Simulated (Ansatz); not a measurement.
## One elementary step

Start structure (ZnH₂Cl₂, singlet), relaxed at PBE0-D4/def2-TZVP:

Zn1  (0.637, -0.918, 0.240)
H2  (1.019, -0.243, 1.556)
Cl3  (0.305, -2.105, -1.480)
H4  (-0.890, 2.004, 0.357)
Cl5  (-1.071, 1.262, -0.672)
(Å)

The step: ZnHCl ([Cl][ZnH]) + HCl → ZnCl₂ + H₂; bonds formed: Zn1–Cl5, H2–H4; bonds broken: Zn1–H2, H4–Cl5. Ansatz 0.2.0; basis: def2-TZVPP and def2-QZVPP; cores frozen in the correlated methods. The 3s and 3p shells of Cu and Zn are frozen; filled d shells are correlated. Extrapolation: Hartree–Fock as exp(−7.88 √X), correlation as X^−2.97. Energies below are by CCSD(T) at an estimated basis limit (MP2 extrapolated from triple and quadruple zeta, plus CCSD(T) − MP2 in triple zeta).

Question: What are the electronic barrier and the energy of the step, from the start structure to the end structure? (Judge from chemistry; the value comes from the calculation.)

Answer: Computed: Barrier 0.621 eV; step energy -1.021 eV (downhill); reverse barrier, their difference, 1.643 eV. Barrier and step energy count from the start structure, the reverse barrier from the end structure.

The saddle point: One imaginary mode of 956i cm⁻¹.
```json
{"pair": "Zn1–Cl5", "start (Å)": "2.92", "saddle (Å)": "2.45", "end (Å)": "2.09"}
{"pair": "H2–H4", "start (Å)": "3.18", "saddle (Å)": "1.12", "end (Å)": "0.75"}
{"pair": "Zn1–H2", "start (Å)": "1.53", "saddle (Å)": "1.67", "end (Å)": "2.70"}
{"pair": "H4–Cl5", "start (Å)": "1.28", "saddle (Å)": "1.54", "end (Å)": "3.23"}
```

Zero-point energy (harmonic, PBE0-D4): ZPE is 0.424 eV at the start and 0.381 eV at the saddle, so the barrier goes from 0.621 to 0.578 eV.

The T1 diagnostic stays at or below 0.014.

Labels in which every atom is bracketed show which atoms are joined, not bond orders.

For scale, one of the runs: CCSD(T)/def2-TZVPP, 176 basis functions, launched by `ansatz run in.yaml --threads 4 --pin off --events-out ev --progress --plain --max-ram 9574MiB`. Hardware: 4 CPU threads of an Arm Neoverse V2, shared host. Wall time 27 s; peak host memory 1.5 GiB.
